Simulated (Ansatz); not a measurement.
Relaxation of H₆NSn (8 atoms, charge 0, multiplicity 2), to a largest force component of 0.03 eV/Å in at most 50 steps.

All numbers below come from Ansatz 0.2.0, UKS r2SCANh/def2-SVP.

```xyz
8
Properties=species:S:1:pos:R:3:forces:R:3
Sn -0.156 0.328 0.153 0.05 -0.02 -0.25
H -0.699 0.597 3.039 0.52 -0.50 0.07
H 1.559 0.144 0.114 0.00 0.00 0.00
H -0.590 1.026 -1.402 0.00 0.00 0.00
H -0.831 -1.261 0.145 0.00 0.00 0.01
N 0.050 -0.079 2.815 -0.57 0.51 0.19
H -0.225 -0.982 3.200 0.01 0.01 -0.02
H 0.893 0.228 3.298 0.00 0.00 -0.01
```

Problem. Where does it end, and by what steps?

Solution. The run converged. After 5 steps the energy has fallen by 0.059 eV; H2 moved furthest, 0.38 Å.

| step | energy less start (eV) | largest force component (eV/Å) | accepted |
| --- | --- | --- | --- |
| 0 | 0.0000 | 0.571 | yes |
| 1 | -0.0355 | 0.506 | yes |
| 2 | -0.0310 | 0.346 | no |
| 3 | -0.0489 | 0.430 | yes |
| 4 | -0.0575 | 0.123 | yes |
| 5 | -0.0587 | 0.013 | yes |

```xyz
8
Properties=species:S:1:pos:R:3
Sn -0.188 0.359 0.061
H -0.688 0.530 3.410
H 1.524 0.163 0.180
H -0.487 0.932 -1.569
H -0.877 -1.223 0.133
N -0.020 -0.007 2.863
H -0.172 -0.990 3.084
H 0.909 0.237 3.200
```

Whether the end is a true minimum wasn't checked by a vibrational analysis.

Run time: 25 s on 2 threads of Arm Neoverse V1, on a shared host, peak memory 0.22 GiB.
